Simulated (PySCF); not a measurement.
Ir⁺: excitation energy

Ir⁺ [Xe] 4f14 5d7 6s1 (5F) → Ir⁺ [Xe] 4f14 5d8 (3F), as a difference of total energies. Calculation: PySCF 2.14, in x2c-TZVPPall (11s7p7d3f1g, 97 functions); scalar relativity by spin-free X2C-1e. Correlated levels: valence and next inner shell: [Kr] 4d10 4f14 frozen. The calculations carry no spin-orbit coupling.

| method | excitation energy (cm⁻¹) |
| --- | --- |
| UHF | 6591.1 |
| MP2 (valence and next inner shell) | 2745.9 |
| SCS-MP2 (valence and next inner shell) | 919.76 |
| CCSD (valence and next inner shell) | 2823.1 |
| CCSD(T) (valence and next inner shell) | 2228.8 |

How much does correlation contribute at CCSD(T) (valence and next inner shell)?

2228.8 − (6591.1) = -4362.3 cm⁻¹, measured against UHF.

Errors of the correlated levels include the incompleteness of this basis and the frozen core.

For comparison: 2916.2 cm⁻¹ (measured; NIST levels, between the centres of gravity of the two terms).
